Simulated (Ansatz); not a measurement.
System: H4BSiO, charge 0, doublet. H4BSiO (SMILES [BH]O[SiH3], doublet).
B3LYP-D3(BJ)/def2-TZVP minimum from Ansatz (a first-principles code):
```xyz
7

B     -0.1812     0.7310     1.7361
H      0.5081     0.0191     2.4229
O     -0.3453     0.5764     0.4303
Si     0.1622    -0.4387    -0.7944
H      0.8630     0.3878    -1.7957
H     -1.0395    -1.0584    -1.3853
H      1.0665    -1.4720    -0.2432
```
Charge 0, spin multiplicity 2.

Total energies in hartree (Ansatz). UHF or UKS for unpaired electrons; spin-orbit terms are left out. Cores are frozen in correlated methods. No relativity. For partners of very few electrons the exact lower level stands in for a higher one.

```csv
species,HF/cc-pV(T+d)Z,CCSD(T)/cc-pV(T+d)Z,HF/cc-pV(Q+d)Z,CCSD(T)/cc-pV(Q+d)Z,CCSD(T)/cc-pV(D+d)Z,CCSDT(Q)/cc-pV(D+d)Z
"1: H4BSiO (SMILES [BH]O[SiH3], doublet)",-390.88219,-391.36536,-390.89425,-391.40803,-391.22027,-391.22196
2: B (doublet),-24.53207,-24.59810,-24.53297,-24.60084,-24.58941,-24.58977
3: H (doublet),-0.49981,-0.49981,-0.49995,-0.49995,-0.49928,-0.49928
4: O (triplet),-74.81176,-74.97396,-74.81729,-74.99357,-74.90995,-74.91013
5: Si (triplet),-288.85649,-288.93344,-288.85845,-288.93781,-288.91643,-288.91690
```

Task: Work out the atomisation energy (electronic, to ground-state atoms) in kJ/mol: take Hartree-Fock from cc-pV(Q+d)Z, extrapolate the CCSD(T) correlation energy as X^-3 (X = 3, 4), and add CCSDT(Q) - CCSD(T) in cc-pV(D+d)Z. 1 hartree = 2625.5 kJ/mol.

Result: 
Species 1: correlation (64·(-0.51378) - 27·(-0.48317))/37 = -0.53612; step -0.00169; E1 = -390.89425 + (-0.53612) + (-0.00169) = -391.43206
Species 2: correlation (64·(-0.06787) - 27·(-0.06603))/37 = -0.06921; step -0.00036; E2 = -24.53297 + (-0.06921) + (-0.00036) = -24.60254
Species 3: correlation (64·(0.00000) - 27·(0.00000))/37 = 0.00000; step +0.00000; E3 = -0.49995 + (0.00000) + (+0.00000) = -0.49995
Species 4: correlation (64·(-0.17628) - 27·(-0.16220))/37 = -0.18655; step -0.00018; E4 = -74.81729 + (-0.18655) + (-0.00018) = -75.00402
Species 5: correlation (64·(-0.07936) - 27·(-0.07695))/37 = -0.08112; step -0.00047; E5 = -288.85845 + (-0.08112) + (-0.00047) = -288.94004
-1·E1 +1·E2 +4·E3 +1·E4 +1·E5 = 0.88566 hartree = 2325.3 kJ/mol.
